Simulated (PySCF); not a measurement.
# Working out the ionisation energy of V

V [Ar] 3d3 4s2 (4F) → V⁺ [Ar] 3d4 (5D). All numbers are calculated (PySCF 2.14, the non-relativistic Hamiltonian (point nucleus), in aug-cc-pVDZ (7s6p4d2f, 59 functions)). Frozen: [Ar]. Energies in hartree (1 hartree = 27.21139 eV):

| part | V (lower) | V⁺ (upper) |
| --- | --- | --- |
| UHF | -942.889842 | -942.672944 |
| MP2 opposite-spin | -0.030039 | 0.000000 |
| MP2 same-spin | -0.020835 | -0.037928 |

Problem. What does Hartree-Fock give?

Solution. (-942.672944) − (-942.889842) = 0.216898 hartree = 5.902 eV.

Problem. What do MP2 and SCS-MP2 (6/5 opposite-spin, 1/3 same-spin) give?

Solution. The opposite-spin parts differ by 0.817 eV and the same-spin parts by -0.465 eV. MP2: 5.902 + (0.817) + (-0.465) = 6.254 eV. SCS-MP2: 5.902 + 1.2 × (0.817) + (-0.465)/3 = 6.727 eV.

Measured between the centres of the two terms (NIST): 6.732 eV, so MP2 (valence) is off by -0.478 eV.

The calculation is non-relativistic.

A double-zeta basis recovers only part of the correlation energy.

What remains against the reference includes basis incompleteness, the frozen core and correlation beyond second order.
